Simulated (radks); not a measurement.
Spherical quantum dot in the effective-mass picture: electrons in a parabolic well V = omega^2 r^2 / 2 with omega = 4.82, with a point charge +2 (a donor) at the centre, all in effective atomic units (hartree* = m*/eps^2 hartree, bohr* = eps/m* bohr), one dielectric constant everywhere. Method: non-relativistic Kohn-Sham, PBEsol, spin-polarised, spherical densities; computed with a radial shooting solver with Libxc functionals. Levels are named by radial order and angular momentum (1s, 1p, 1d, 2s, ...), and open shells are averaged over m. Results are scaled to m* = 0.044 and eps = 13.9, for which hartree* = 6.197 meV and bohr* = 16.72 nm.

N = 21, configuration 1s2 1p6 1d10 2s2 1f(up 1, down 0). This is the lowest configuration that the search found. Occupied and some empty levels:

level,occupation,eigenvalue (meV),<r> (nm)
1s up,1,165.01,8.710
1s down,1,165.07,8.693
1p up,3,192.41,13.11
1p down,3,192.58,13.09
2s up,1,209.21,13.94
2s down,1,209.41,13.94
1d up,5,215.21,15.68
1d down,5,215.45,15.67
1f up,1,238.25,17.64
1f down,0,238.52,17.64
2p up,0,238.79,15.99
2p down,0,238.98,16.00
1g up,0,262.03,19.30
1g down,0,262.31,19.30
2d up,0,264.89,17.93
2d down,0,265.07,17.93

Energy (meV): total 2903.91, kinetic 765.08, external 845.40, Hartree 1435.6, exchange-correlation -142.19.

Electron density:

r (nm),n(r) (e/nm^3)
0.602,0.003461
2.11,0.002374
3.63,0.001638
5.14,0.001189
6.65,0.0009584
8.16,0.0008685
9.68,0.0008443
11.2,0.0008240
12.7,0.0007697
14.2,0.0006707
15.7,0.0005380
17.2,0.0003952
18.8,0.0002636
20.3,0.0001607
21.8,0.00008849
23.3,0.00004462
24.8,0.00002031
26.3,8.516e-06
27.8,3.219e-06
29.3,1.121e-06
